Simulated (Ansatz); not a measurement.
Stepwise reaction of `FB(O[SiH3])O[SiH3]` with water, as a gas-phase model of exchange steps in deposition or etching. ΔE in kJ/mol; ΔG adds harmonic PBE0-D4 terms to CCSD(T)/CBS, at 1 bar.

Program: Ansatz. Geometries: PBE0-D4/def2-TZVP. ΔE: electronic, gas phase. CCSD(T)/CBS is the MP2 limit (def2-TZVPP, def2-QZVPP) plus CCSD(T) − MP2 in def2-TZVPP, frozen cores. This one scheme is used for every species. DFT in def2-TZVPP. B3LYP here is the variant with VWN-RPA as its local correlation; programs differ in this. Each species was taken in one conformer, which may not be the lowest.

| step | reaction | PBE-D4 | B3LYP-D4 | ωB97M-V | CCSD(T)/CBS | ΔG(400 K) |
| --- | --- | --- | --- | --- | --- | --- |
| 2 | `OB(F)O[SiH3]` + H₂O → `OB(O)F` + `O[SiH3]` | 0.4 | 4.4 | 2.5 | 6.7 | 5.1 |

Q: Give the row of step 1, `FB(O[SiH3])O[SiH3]` + H₂O → `OB(F)O[SiH3]` + `O[SiH3]`. (Estimate.)

A: Computed: 
```
step                                                 reaction  PBE-D4  B3LYP-D4  ωB97M-V  CCSD(T)/CBS  ΔG(400 K)
   1  `FB(O[SiH3])O[SiH3]` + H₂O → `OB(F)O[SiH3]` + `O[SiH3]`    -2.8       1.2     -1.3          2.9        1.7
```

Q: By hand: ΔE of the 2 steps together at CCSD(T)/CBS.

A: (2.9) + (6.7) = 9.6 kJ/mol, or 4.8 kJ/mol a step.

In ΔE the steps differ by no more than 3.8 kJ/mol. ΔG lies between 1.7 and 5.1 kJ/mol a step. PBE-D4 differs from CCSD(T)/CBS by -6.3 to -5.7 kJ/mol a step. Only this route is followed, and other bonds may react first. Isolated molecules leave out the surface, adducts and barriers. Largest T1 diagnostic: 0.012.
